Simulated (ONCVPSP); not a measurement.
**Sb, ONCV: configuration errors across variants**

Sb (Z = 51), optimised norm-conserving Vanderbilt (ONCV), made with ONCVPSP 4.0.1 (PBEsol, scalar-relativistic). Core [Ar] 3d10, reference 4s2 4p6 4d10 5s2 5p3. Waves: 4s+5s: rc 1.35 bohr, ncon 3, nbas 6, qcut 9.9 1/bohr, 2 projectors; 4p+5p: rc 1.45 bohr, ncon 4, nbas 9, qcut 11.3 1/bohr, 2 projectors; 4d: rc 1.40 bohr, ncon 4, nbas 8, qcut 10.5 1/bohr, 2 projectors, debl 1.4 Ha. Local part: polynomial inside 0.95 bohr (lpopt 1, dvloc0 1 Ha). Core correction: Teter function, fcfact 3.5, rcfact 1.55.

All-electron excitation energies from the reference (eV): (1) 4s2 4p6 4d10 5s2 5p2 8.344; (2) 4s2 4p6 4d10 5s2 5p1 24.357; (3) 4s2 4p6 4d10 5s2 5p0 48.802; (4) 4s2 4p6 4d10 5s2 5p2.5 3.273.

2 further variants failed, have other tests or too few solved ones, and are left out.

Errors AE − PS in meV (a dash: test not solved or not reliable):

| change | (1) | (2) | (3) | (4) | bound ghosts | GHOST(+) flags above zero |
| --- | --- | --- | --- | --- | --- | --- |
| base | -1.7 | -5.5 | -12 | -0.7 | none | s |
| p: qcut 8 | -1.7 | -5.5 | -12 | -0.7 | none | s |
| p: qcut 9.6 | -1.7 | -5.5 | -12 | -0.7 | none | s |
| p: qcut 11 | -1.7 | -5.5 | -12 | -0.7 | none | s |
| p: qcut 12.4 | -1.7 | -5.4 | -12 | -0.7 | none | s |
| p: qcut 14 | -1.7 | -5.3 | -11 | -0.7 | none | s |

Question: Give the same row for: p: qcut 6.5.

Answer: -1.7, -5.3, -12, -0.6; bound ghosts: none; GHOST(+) flags above zero: s.
